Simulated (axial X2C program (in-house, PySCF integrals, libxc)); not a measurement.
# Photoelectron levels of BSe⁻ by EOM-IP-CCSD

Calculated with an axial X2C code built on PySCF integrals: two-component X2C with atomic mean-field Coulomb and Gaunt terms, Gaussian nuclei, basis Se dyall-acv3z, B dyall-av3z with contracted cores.

R = 1.682 Å (0.920 times 1.828 Å, the PBE0 minimum at charge -1 for the lowest determinant).

Vertical detachment energies of BSe⁻ to the states of BSe:

```tsv
Ω of BSe	vertical detachment energy (eV)	above lowest (cm⁻¹)	ionised spinor	one-hole weight
1/2	2.169	0	45% B pσ, 32% B sσ, 10% Se pσ	0.91
3/2	4.423	18184	63% Se pπ, 23% B pπ, 9% B dπ	0.93
1/2	4.606	19659	64% Se pπ, 22% B pπ, 9% B dπ	0.93
1/2	7.612	43903	61% Se pσ, 17% B sσ, 9% Se sσ	0.82
```

Question: Take the first Ω = 1/2 and Ω = 3/2 rows of π character: how far apart are they, and which lies lower?

Answer: E(3/2) − E(1/2) = 18184 − 19659 = -1475 cm⁻¹ at EOM-IP-CCSD: inverted, Ω = 3/2 lower. Splittings at this level can be off by ten to twenty per cent.

This point took 4.8 s on 1 thread of Arm Neoverse V2 (shared host).

Reference electrons by ω block (each with its −ω partner): 1/2: 14, 3/2: 5, 5/2: 1. 10 electrons of BSe⁻ correlated (inner shells frozen), 94 natural virtual spinors (a truncated set); levels can be off by some tenths of an eV. Roots sought by Ω: (1/2: 4, 3/2: 3, 5/2: 1); the list ends where they run out and leaves out roots under 60 % one-particle weight. The solver can skip a root, and states that need a further excitation, which the method places far too high, are missing though they may lie low or lowest. T1 of the reference 0.019 (Lee–Taylor). Number of frozen shells: Se 3 s, 2 p, 1 d; B 1 s.
